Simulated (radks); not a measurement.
Values are calculated unless marked as measured or tabulated.
Q: Orbital eigenvalues (eV) of the promethium ion Pm2+, [Xe] 4f5, of relativity; Dirac values are averaged over j with weights 2j + 1. Spin-unpolarised spherical Kohn-Sham, PBE, point nucleus unless stated (finite: rms radius 4.962 fm), a radial shooting solver on a logarithmic mesh with Libxc functionals. A level marked "c x" has the speed of light scaled by that factor and shares open shells by 2j + 1; other Dirac levels either fill j = l - 1/2 first or share by 2j + 1.

| shell | non-rel. |
|---|---|
| 1s | -42583 |
| 2s | -6710.9 |
| 2p | -6367.4 |
| 3s | -1468.0 |
| 3p | -1317.3 |
| 3d | -1036.6 |
| 4s | -297.26 |
| 4p | -239.69 |
| 4d | -137.95 |
| 5s | -50.010 |
| 5p | -34.831 |
| 4f | -17.968 |

Give the values at the level "Dirac, 2j+1 shares".

A: 
shell  Dirac, 2j+1 shares  change of magnitude (%)
1s                 -44994                    +5.66
2s                -7323.0                    +9.12
2p                -6561.4                    +3.05
3s                -1607.0                    +9.47
3p                -1365.6                    +3.67
3d                -1024.7                    -1.14
4s                -329.94                   +11.00
4p                -250.33                    +4.44
4d                -135.58                    -1.71
5s                -54.977                    +9.93
5p                -35.869                    +2.98
4f                -15.174                   -15.55
